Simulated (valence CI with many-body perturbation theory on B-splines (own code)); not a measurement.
# E1 line list for Rb⁵⁺

Method: valence CI with perturbative core correlation (CI+MBPT): four valence electrons over a frozen Dirac-Fock core [Ar] 3d10, radial functions for each j: 11 s, 11 p, 9 d, 7 f, 5 g, 2 h, 1 i, with the one-electron correlation potential Σ1, the two-electron term Σ2, the three-electron term Σ3, Breit, model QED; selected CI, second order for the rest, scaled by the run's own slope (own B-spline code, finite nucleus).

Against 13 measured levels this calculation errs by 109 cm⁻¹ on average and by 203 at most. These come from a selection out of Sansonetti, J. Phys. Chem. Ref. Data 35, 301 (2006). Levels without a partner in it may be off by more. Among the levels kept, up to 370 cm⁻¹ of a level comes from second order outside the variational space, and about a tenth of that is noise between levels of different J, which matters for small intervals.

Lines 51 to 100 of 227 in falling wavelength, among levels below 47.956 eV, chosen from the strongest by gf and those to the six lowest levels. Wavelengths and rates use the calculated energies, so an error of 100 cm⁻¹ moves a line at 805.8 Å by 0.081 % and its rate by three times that or more. Electric multipoles are in the length gauge, E1 and E2 with the static RPA response of the core. Weak lines are less certain than strong ones. Lines between different terms over intervals too small for the method are left out, as are lines whose strength nearly cancels. Where a level lies close to another of its J and parity, the split of strength between their lines is uncertain. The highest levels of a list are the least certain.

Names give the largest LS component (configuration and term), which can be under half, so a name can repeat, a term be missing and a line seem to break the LS rules; names also repeat where a configuration has a term twice. Letters in brackets count levels of one name in rising energy.

```
λ vac (Å)  λ from measured levels             Upper          Lower   A (s⁻¹)  S (a.u.)
    906.3                              4s²4p5p ³P_2  4s²4p4d ³D°_1  8.07e+07  1.48e-01
    900.2                              4s²4p5p ³P_1  4s²4p4d ¹D°_2  1.06e+09  1.14e+00
    897.6                          4s²4p5p ³D_1 [b]  4s²4p4d ³P°_2  1.18e+09  1.26e+00
    897.6                                  4p⁴ ³P_0    4s4p³ ³S°_1  4.00e+08  1.43e-01
    893.8                              4s²4p5p ³D_2  4s²4p4d ³P°_2  1.06e+08  1.86e-01
    889.6                              4s²4p5p ³S_1  4s²4p4d ³D°_2  5.95e+08  6.20e-01
    878.8                              4s²4p5p ³S_1  4s²4p4d ³D°_1  6.19e+08  6.22e-01
    864.2                              4s²4p5p ³S_1  4s²4p4d ³P°_0  3.81e+08  3.64e-01
    862.6                              4s²4p5p ¹D_2  4s²4p4d ³D°_2  1.24e+08  1.97e-01
    860.0                              4s²4p5p ¹D_2  4s²4p4d ³D°_3  1.11e+08  1.75e-01
    852.0                              4s²4p5p ³S_1  4s²4p4d ¹D°_2  2.60e+08  2.38e-01
    833.0                              4s²4p5p ³S_1  4s²4p4d ³P°_1  3.08e+08  2.64e-01
    827.1                              4s²4p5p ¹D_2  4s²4p4d ¹D°_2  2.64e+08  3.68e-01
    805.8                   804.7       4s4p³ ³P°_1    4s²4p² ¹S_0  1.29e+07  1.00e-02
    805.8                              4s²4p5p ³S_1  4s²4p4d ³P°_2  1.60e+08  1.24e-01
    805.1                                  4p⁴ ³P_2    4s4p³ ¹D°_2  1.15e+08  1.48e-01
    802.5                   801.4       4s4p³ ³D°_1    4s²4p² ¹D_2  1.76e+07  1.34e-02
    801.6                   800.5       4s4p³ ³D°_2    4s²4p² ¹D_2  5.21e+06  6.62e-03
    790.5                   789.3       4s4p³ ³D°_3    4s²4p² ¹D_2  6.29e+07  1.07e-01
    775.6                          4s²4p5p ³D_1 [a]  4s²4p4d ³F°_2  1.73e+09  1.20e+00
    769.4                              4s4p²4d ³F_4  4s²4p4d ³F°_4  8.81e+07  1.78e-01
    760.7                              4s4p²4d ³F_3  4s²4p4d ³F°_3  1.19e+08  1.81e-01
    759.7                              4s²4p5p ³D_2  4s²4p4d ³F°_3  2.50e+09  2.71e+00
    755.3                              4s4p²4d ³F_2  4s²4p4d ³F°_2  1.23e+08  1.30e-01
    745.4                              4s²4p5p ³D_3  4s²4p4d ³F°_4  2.86e+09  4.10e+00
    742.2                          4s²4p5p ³D_1 [b]  4s²4p4d ³F°_2  1.07e+09  6.50e-01
    739.6                              4s²4p5p ³D_2  4s²4p4d ³F°_2  3.03e+08  3.02e-01
    730.2                                  4p⁴ ¹D_2    4s4p³ ¹D°_2  1.77e+09  1.70e+00
    722.2                   721.3       4s4p³ ³D°_1    4s²4p² ³P_2  7.64e+06  4.26e-03
    721.4                   720.6       4s4p³ ³D°_2    4s²4p² ³P_2  1.58e+07  1.47e-02
    719.2                                  4p⁴ ¹S_0    4s4p³ ¹P°_1  2.49e+09  4.58e-01
    716.1                              4s²4p5p ³D_3  4s²4p4d ³F°_3  2.11e+08  2.68e-01
    712.4                   711.6       4s4p³ ³D°_3    4s²4p² ³P_2  5.75e+08  7.18e-01
    712.3                              4s²4p5p ³P_2  4s²4p4d ³F°_3  1.81e+08  1.61e-01
    708.5                              4s²4p5p ³P_1  4s²4p4d ³F°_2  3.39e+08  1.78e-01
    703.5                                  4p⁴ ³P_2    4s4p³ ³P°_2  3.00e+08  2.57e-01
    700.3                                  4p⁴ ³P_2    4s4p³ ³P°_1  1.31e+08  1.11e-01
    698.2                   697.4       4s4p³ ³D°_1    4s²4p² ³P_1  1.44e+08  7.25e-02
    697.5                   696.7       4s4p³ ³D°_2    4s²4p² ³P_1  7.20e+08  6.03e-01
    686.9                   686.2       4s4p³ ³P°_1    4s²4p² ¹D_2  2.89e+07  1.39e-02
    683.9                   683.2       4s4p³ ³P°_2    4s²4p² ¹D_2  3.43e+05  2.71e-04
    674.0                   673.3       4s4p³ ³D°_1    4s²4p² ³P_0  6.58e+08  2.98e-01
    673.1                              4s4p²4d ³G_5  4s²4p4d ³F°_4  7.69e+07  1.27e-01
    670.2                                  4p⁴ ³P_1    4s4p³ ³P°_2  6.13e+08  2.73e-01
    663.5                                  4p⁴ ¹S_0    4s4p³ ³S°_1  8.73e+08  1.26e-01
    661.8                                  4p⁴ ³P_0    4s4p³ ³P°_1  9.05e+08  1.30e-01
    627.1                   626.7       4s4p³ ³P°_1    4s²4p² ³P_2  3.76e+08  1.37e-01
    624.6                   624.1       4s4p³ ³P°_2    4s²4p² ³P_2  1.58e+09  9.52e-01
    617.8                                  4p⁴ ³P_2    4s4p³ ³D°_3  2.45e+09  1.43e+00
    614.1                              4s4p²4d ³P_2    4s4p³ ³S°_1  4.34e+08  2.48e-01
```
